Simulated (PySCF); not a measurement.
## Do core-level shifts follow atomic charges?

Species: C6H10BNS.
Z-matrix (Å and degrees, PBE0-D3(BJ)/def2-SVP geometry), rows numbered from 1:
```
C 
N   1  1.4442
C   2  1.4429  1  113.29
B   2  1.3998  1  121.51  3  -179.78
C   4  1.5568  2  125.60  1   175.33
C   5  1.3856  4  134.13  2   -26.08
C   6  1.4182  5  114.05  4  -177.03
C   7  1.3741  6  112.19  5    -0.06
S   8  1.7083  7  111.41  6     0.75
H   1  1.1051  2  111.13  3   -58.58
H   1  1.1052  2  111.21  3    60.89
H   1  1.0968  2  110.08  3  -179.01
H   3  1.1056  2  111.90  1   -72.16
H   3  1.1039  2  110.24  1    47.10
H   3  1.0959  2  110.67  1   166.40
H   4  1.2126  2  116.62  1    -5.29
H   6  1.0910  5  123.06  4     1.11
H   7  1.0912  6  124.28  5   179.78
H   8  1.0897  7  127.80  6  -179.15
```

Binding energies: delta-SCF UKS SCAN, pcX-2 on the ionised atom, pcseg-1 elsewhere, spin-free X2C in PySCF. Charges: PBE0/pcSseg-1 ground-state density, for the ionised atom.

```tsv
atom	environment	C 1s (eV)	Mulliken (e)	IAO (e)	Hirshfeld (e)	ESP (e)
C5	substituted aromatic carbon	289.89	-0.505	-0.274	-0.104	-0.070
C6	aromatic CH carbon	289.93	-0.103	-0.168	-0.069	-0.042
C7	aromatic CH carbon	290.06	-0.059	-0.185	-0.077	-0.320
C8	aromatic CH next to a ring sulfur	290.27	-0.288	-0.320	-0.084	-0.171
C1	N-methyl carbon	291.50	-0.079	-0.288	-0.058	-0.374
```

Question: Give the correlation coefficient and slope of binding energy on charge for each scheme.

Answer: Hirshfeld: r = 0.67, slope 25.8 eV per e; Mulliken: r = 0.40, slope 1.4 eV per e; IAO: r = -0.45, slope -4.6 eV per e; ESP: r = -0.74, slope -3.4 eV per e. Hirshfeld charges have the highest r, on only 5 points.

Question: The point-charge model writes a binding energy as kq + V + constant, with V the potential of the other atoms' charges at the site. What does it give with the IAO charges?

Answer: V = Σ 14.40 eV Å × q/r over all other atoms: +0.79 eV at C5, -0.70 eV at C6, -0.31 eV at C7, +2.62 eV at C8, +3.57 eV at C1. Fitting binding energy − V to q gives k = 19.9 eV per e and leaves an rms residual of 0.28 eV, against 0.54 eV for the fit on q alone. The model has no term for differences in relaxation between sites.

One conformer (not necessarily the lowest) at the PBE0-D3(BJ)/def2-SVP geometry, without solvent, vibrations or thermal averaging.
